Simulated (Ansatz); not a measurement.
Total energies of CH8Si3 (`[SiH3]C1[SiH2][SiH2]1`).

```xyz
12

Si    0.983    1.416    0.164
C    -0.049   -0.002    0.771
Si   -0.101   -1.509   -0.255
Si   -1.947    0.099    0.278
H     0.345    2.724    0.482
H     2.335    1.412    0.788
H     1.130    1.318   -1.313
H     0.078   -0.206    1.835
H     0.097   -2.813    0.419
H     0.474   -1.460   -1.614
H    -1.632    0.564   -1.145
H    -1.711   -1.544   -0.410
```

Total charge 0; spin multiplicity 1. Geometry: relaxed with PBE0-D4/def2-TZVP. Basis def2-TZVPP, the Gaussian-basis code of Ansatz.

RPA on PBE orbitals: Hartree–Fock energy of these orbitals -909.24568 Eh, correlation -1.04073 Eh (frozen core).

```csv
functional,energy without D4 (Eh),D4 term (kJ/mol)
PBE,-910.86560,-33.5
revPBE,-911.18755,-92.1
BLYP,-911.33461,-72.6
r2SCAN,-911.27555,-7.8
PBE0,-910.96306,-28.4
B3LYP,-911.45091,-54.6
r2SCANh,-911.26971,-8.5
r2SCAN0,-911.26204,-9.4
BHLYP,-911.35165,-45.6
CAM-B3LYP,-911.36772,-29.3
ωB97X-V,-911.23411,–
ωB97M-V,-911.28424,–
B2PLYP,-910.97295,–
PBE-QIDH,-910.70094,–
```

(1) Give the same for LDA (SPW92), B97M-V, HSE06 (plane-wave form), LC-ωPBE. (Estimate.)

B3LYP takes the VWN-RPA correlation (the form of Gaussian; ORCA's B3LYP/G). HSE06 is the plane-wave form, built on full-range PBE exchange. The double hybrids freeze the cores in their second-order part.

Answers

(1) The calculation gave: 
| functional | energy without D4 (Eh) | D4 term (kJ/mol) |
| --- | --- | --- |
| LDA (SPW92) | -907.48156 | – |
| B97M-V | -911.16893 | – |
| HSE06 (plane-wave form) | -910.94018 | -26.8 |
| LC-ωPBE | -911.08037 | – |

LC-ωPBE has ω = 0.4 bohr⁻¹.
